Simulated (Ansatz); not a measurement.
Geometry optimisation, RKS r2SCAN-D4/def2-SVP in Ansatz.

Input file:

```yaml
crystal:
  periodic: [false, false, false]
  atoms:
    - { symbol: C, position_ang: [-0.52469, 1.60366, 0.51074] }
    - { symbol: B, position_ang: [-0.79681, 0.20773, -0.18219] }
    - { symbol: B, position_ang: [0.41197, -0.78422, -0.72964] }
    - { symbol: "N", position_ang: [0.99037, -1.81254, 0.0014] }
    - { symbol: H, position_ang: [-1.19502, 1.79132, 1.34894] }
    - { symbol: H, position_ang: [-0.73818, 2.38632, -0.21934] }
    - { symbol: H, position_ang: [0.49639, 1.75743, 0.85317] }
    - { symbol: H, position_ang: [-1.93804, -0.03896, -0.35685] }
    - { symbol: H, position_ang: [0.8496, -0.64884, -1.82233] }
    - { symbol: H, position_ang: [0.72909, -2.05323, 0.94427] }
    - { symbol: H, position_ang: [1.72622, -2.40308, -0.34895] }
basis:
  gaussian: { orbitals: def2-SVP }
hamiltonian:
  xc: r2scan
  dispersion: d4
relax:
  f_tol: 0.015
  max_steps: 40
```

Run as:

```bash
$ ansatz run input.yaml --threads 2 --pin off --max-ram 3072MiB --backend cpu --events-out ev --progress --plain --runs-dir out
```

**Question.** Where does it end, and by what steps?

**Answer.** The run converged. The force dipped under the threshold on the way, but the program's further checks kept it going. After 8 steps the energy has fallen by 0.073 eV; H5 moved furthest, 0.14 Å.

| step | energy less start (eV) | largest force component (eV/Å) | accepted |
| --- | --- | --- | --- |
| 0 | 0.0000 | 0.900 | yes |
| 1 | -0.0618 | 0.294 | yes |
| 2 | -0.0679 | 0.225 | yes |
| 3 | -0.0676 | 0.152 | no |
| 4 | -0.0723 | 0.033 | yes |
| 5 | -0.0728 | 0.014 | yes |
| 6 | -0.0731 | 0.011 | yes |
| 7 | -0.0733 | 0.015 | yes |
| 8 | -0.0734 | 0.010 | yes |

```xyz
11
Properties=species:S:1:pos:R:3
C -0.532 1.637 0.533
B -0.778 0.233 -0.123
B 0.424 -0.807 -0.682
N 1.019 -1.876 -0.007
H -1.278 1.891 1.305
H -0.721 2.365 -0.284
H 0.482 1.835 0.913
H -1.945 -0.042 -0.351
H 0.826 -0.610 -1.820
H 0.781 -2.156 0.937
H 1.733 -2.464 -0.422
```

Whether the end is a true minimum wasn't checked by a vibrational analysis.

Run time: 21 s on 2 threads of Arm Neoverse V1 (shared host), peak memory 0.14 GiB.
